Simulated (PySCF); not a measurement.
## Two-component Hartree-Fock for F (fluorine, neutral)

Start: [He] 2s1 2p6; 2s1/2 filled at m_j = +1/2. Calculated with PySCF 2.14 in x2c-TZVPall-2c (5s3p2d1f, 31 functions): generalised Hartree-Fock with the X2C-1e Hamiltonian and a Gaussian nucleus; one run each with spin-orbit coupling (SO) switched off, then screened by Boettger's factors. This is a chosen level, not necessarily the ground level.

```csv
spinor shell,electrons,"ε, spin-free (eV)","ε, screened SO (eV)",weight of nominal j (screened SO),"rms radius, screened SO (bohr)"
1s1/2,2,-719.83,-719.83,1.000,0.204
2s1/2,1,-47.073,-47.073,1.000,1.08
2p1/2,2,-19.228,-19.254,0.667,1.26
2p3/2,4,-19.228,-19.215,0.833,1.26
```

| quantity | spin-free | screened SO |
| --- | --- | --- |
| E (hartree) | -98.61838 | -98.61838 |
| M_J | 1/2 | 1/2 |
| ⟨J²⟩ | 0.772 | 0.772 |
| ⟨L²⟩ | 0.000 | 0.000 |
| ⟨S²⟩ | 0.772 | 0.772 |

Each row is a mean over spinors that exchange with the open shell spreads, by up to 6.065 eV (2p3/2).

Rows whose weight is well below 1 are mixtures of j = l ± 1/2: exchange outweighs spin-orbit coupling there, and the label is only the starting occupation.

Without spin-orbit coupling the j labels of p, d and f shells carry no meaning; the spin-free column gives the mean over the occupied spinors of each nl shell.
